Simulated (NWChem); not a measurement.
Species: CH$_{3}$FSTi; SMILES [CH3][Ti]([F])=[S]

```xyz
7

Ti    -0.0868     0.2917     0.3368
S     -0.1098    -1.7044    -0.1257
F     -1.4305     1.2231    -0.2992
C      1.7287     1.0463    -0.2590
H      1.7796     2.1192     0.0054
H      1.8187     0.9485    -1.3542
H      2.5701     0.4993     0.1982
```
Atoms are numbered in this order, from 1.

All runs: NWChem. Pople sets run with spherical d functions. The geometry was optimised at PBE0/def2-SVP. Total energies compare along this basis series because the functional is fixed.

```json
[
 {"level": "B3LYP/STO-3G", "basis functions": "40", "energy (Ha)": "-1372.4445", "highest occupied level (eV)": "-3.09", "orbital gap (eV)": "3.28", "dipole (D)": "3.42"},
 {"level": "B3LYP/3-21G", "basis functions": "64", "energy (Ha)": "-1380.6628", "highest occupied level (eV)": "-7.01", "orbital gap (eV)": "3.61", "dipole (D)": "___"},
 {"level": "B3LYP/6-31G*", "basis functions": "86", "energy (Ha)": "-1387.4414", "highest occupied level (eV)": "-6.98", "orbital gap (eV)": "3.63", "dipole (D)": "4.37"}
]
```

Fill in the missing entries.


- B3LYP/3-21G, dipole (D): 4.92
